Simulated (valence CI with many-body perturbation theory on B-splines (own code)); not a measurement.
## Forbidden lines of Cd XLIII

Level of theory: configuration interaction combined with many-body perturbation theory (CI+MBPT): four valence electrons over a frozen Dirac-Fock core [He], radial functions for each j: 11 s, 11 p, 9 d, 7 f, 5 g, 2 h, 1 i, with the one-electron correlation potential Σ1, the two-electron term Σ2, the three-electron term Σ3, Breit, model QED; selected CI, second order for the rest (own B-spline code, finite nucleus).

No measured spectrum was set against this ion. As an estimate, large intervals hold to a few tenths of a per cent, small ones and those within an open d or f shell to about a per cent. Among the levels kept, up to 260 cm⁻¹ of a level comes from second order outside the variational space, and about a tenth of that is noise between levels of different J, which matters for small intervals.

Lines 1 to 45 of 45 in falling wavelength, among levels below 325.20 Ry, chosen from the decays that carry over 1 % of a level's rate. Wavelengths and rates use the calculated energies. Electric multipoles are in the length gauge, E1 and E2 with the static RPA response of the core. S is in atomic units (e²a₀⁴ for E2 and M2, e²a₀⁶ for E3), for M1 in squared Bohr magnetons. Weak lines are less certain than strong ones. Lines between different terms over intervals too small for the method are left out, as are lines whose strength nearly cancels. The highest levels of a list are the least certain.

Levels are named by their leading jj configuration (3d3/2^4 stands for four electrons in 3d with j = 3/2), which in mixed levels can hold well under half, so a name can repeat and another be missing. Letters in brackets count levels of one name in rising energy.

```
λ vac (nm)                           Upper                       Lower  Type   A (s⁻¹)  S (a.u.)
     87.57          (2s^2 2p1/2 2p3/2) J=2      (2s^2 2p1/2 2p3/2) J=1    M1  8.00e+03  9.96e-01
     6.412          (2s^2 2p1/2 2p3/2) J=1          (2s^2 2p1/2^2) J=0    M1  4.89e+07  1.43e+00
     6.084              (2s^2 2p3/2^2) J=2      (2s^2 2p1/2 2p3/2) J=2    M1  4.23e+07  1.76e+00
     5.974          (2s^2 2p1/2 2p3/2) J=2          (2s^2 2p1/2^2) J=0    E2  4.10e+04  1.39e-04
     5.689              (2s^2 2p3/2^2) J=2      (2s^2 2p1/2 2p3/2) J=1    M1  4.38e+07  1.50e+00
     4.909              (2s^2 2p3/2^2) J=0      (2s^2 2p1/2 2p3/2) J=1    M1  1.24e+08  5.43e-01
    0.3584          (2s^2 2p3/2 3d5/2) J=4            (2s 2p3/2^3) J=2    E2  5.01e+08  2.38e-06
    0.3412          (2s^2 2p3/2 3d5/2) J=4  (2s 2p1/2 2p3/2^2) J=2 [b]    E2  3.08e+08  1.15e-06
    0.3369      (2s 2p1/2 2p3/2 3p1/2) J=0  (2s 2p1/2 2p3/2^2) J=2 [b]    E2  6.68e+10  2.59e-05
    0.3363          (2s^2 2p3/2 3d5/2) J=4      (2s 2p1/2 2p3/2^2) J=3    E2  8.12e+08  2.81e-06
    0.3361          (2s^2 2p3/2 3p1/2) J=2          (2s^2 2p3/2^2) J=0    E2  3.26e+10  6.25e-05
    0.3358      (2s 2p1/2 2p3/2 3p1/2) J=3      (2s 2p1/2 2p3/2^2) J=3    E2  7.31e+10  1.95e-04
    0.3354      (2s 2p1/2 2p3/2 3p3/2) J=4  (2s 2p1/2 2p3/2^2) J=2 [b]    E2  3.87e+09  1.32e-05
    0.3349          (2s^2 2p1/2 3p1/2) J=1      (2s^2 2p1/2 2p3/2) J=2    E2  9.91e+10  1.12e-04
    0.3347          (2s 2p1/2^2 3p1/2) J=0      (2s 2p1/2^2 2p3/2) J=2    E2  1.85e+11  6.93e-05
    0.3336          (2s^2 2p1/2 3p1/2) J=1      (2s^2 2p1/2 2p3/2) J=1    E2  9.64e+10  1.07e-04
    0.3335          (2s^2 2p3/2 3d5/2) J=4  (2s 2p1/2 2p3/2^2) J=2 [a]    E2  1.44e+08  4.79e-07
    0.3333          (2s^2 2p3/2 3p1/2) J=1          (2s^2 2p3/2^2) J=2    E2  1.06e+11  1.17e-04
    0.3330          (2s^2 2p3/2 3p1/2) J=2          (2s^2 2p3/2^2) J=2    E2  1.33e+11  2.44e-04
    0.3327          (2s^2 2p1/2 3p1/2) J=0      (2s^2 2p1/2 2p3/2) J=2    E2  1.82e+11  6.61e-05
    0.3307      (2s 2p1/2 2p3/2 3p3/2) J=4      (2s 2p1/2 2p3/2^2) J=3    E2  4.88e+10  1.55e-04
    0.3303  (2s 2p1/2 2p3/2 3p3/2) J=0 [b]  (2s 2p1/2 2p3/2^2) J=2 [b]    E2  8.67e+10  3.04e-05
    0.3297  (2s 2p1/2 2p3/2 3p3/2) J=1 [d]  (2s 2p1/2 2p3/2^2) J=2 [b]    E2  5.22e+10  5.45e-05
    0.3294      (2s 2p1/2 2p3/2 3p1/2) J=0  (2s 2p1/2 2p3/2^2) J=2 [a]    E2  1.02e+11  3.54e-05
    0.3288          (2s^2 2p3/2 3p3/2) J=1          (2s^2 2p3/2^2) J=2    E2  7.26e+10  7.47e-05
    0.3287          (2s 2p1/2^2 3p3/2) J=2      (2s 2p1/2^2 2p3/2) J=2    E2  6.65e+10  1.14e-04
    0.3286          (2s^2 2p1/2 3p3/2) J=2      (2s^2 2p1/2 2p3/2) J=2    E2  6.56e+10  1.12e-04
    0.3280      (2s 2p1/2 2p3/2 3p3/2) J=4  (2s 2p1/2 2p3/2^2) J=2 [a]    E2  2.76e+09  8.43e-06
    0.3274          (2s^2 2p1/2 3p3/2) J=2      (2s^2 2p1/2 2p3/2) J=1    E2  2.98e+10  5.01e-05
    0.3259          (2s^2 2p3/2 3p3/2) J=0          (2s^2 2p3/2^2) J=2    E2  1.96e+11  6.44e-05
    0.3252      (2s 2p1/2 2p3/2 3d5/2) J=5      (2s 2p1/2 2p3/2^2) J=3    M2  2.23e+09  7.98e-06
    0.3231  (2s 2p1/2 2p3/2 3p3/2) J=0 [b]  (2s 2p1/2 2p3/2^2) J=2 [a]    E2  3.36e+10  1.05e-05
    0.3230          (2s^2 2p3/2 3d5/2) J=4          (2s^2 2p3/2^2) J=2    M2  2.09e+09  5.89e-06
    0.3230          (2s^2 2p3/2 3d5/2) J=4          (2s^2 2p3/2^2) J=2    E3  1.37e+08  1.43e-05
    0.3178          (2s^2 2p3/2 3d5/2) J=4      (2s 2p1/2^2 2p3/2) J=2    E2  1.41e+09  3.67e-06
    0.3128      (2s 2p1/2 2p3/2 3p3/2) J=4      (2s 2p1/2^2 2p3/2) J=2    E2  1.06e+11  2.56e-04
    0.3121  (2s 2p1/2 2p3/2 3p3/2) J=1 [d]      (2s 2p1/2^2 2p3/2) J=1    E2  7.39e+10  5.86e-05
    0.3119          (2s^2 2p3/2 3p3/2) J=1      (2s^2 2p1/2 2p3/2) J=2    E2  6.73e+10  5.32e-05
    0.3115          (2s^2 2p1/2 3p3/2) J=2          (2s^2 2p1/2^2) J=0    E2  8.73e+10  1.14e-04
    0.3093          (2s^2 2p3/2 3p3/2) J=0      (2s^2 2p1/2 2p3/2) J=2    E2  1.04e+11  2.62e-05
    0.3080      (2s 2p1/2 2p3/2 3d5/2) J=5      (2s 2p1/2^2 2p3/2) J=2    E3  2.52e+08  2.31e-05
    0.3067          (2s^2 2p3/2 3d5/2) J=4      (2s^2 2p1/2 2p3/2) J=2    M2  6.98e+08  1.52e-06
    0.3056          (2s^2 2p3/2 3d5/2) J=4      (2s^2 2p1/2 2p3/2) J=1    E3  1.63e+08  1.16e-05
    0.2984      (2s 2p1/2 2p3/2 3d3/2) J=4      (2s^2 2p1/2 2p3/2) J=2    E2  1.55e+11  2.94e-04
    0.2954             (2s 2p3/2^2 3s) J=3      (2s^2 2p1/2 2p3/2) J=2    E2  1.50e+11  2.11e-04
```
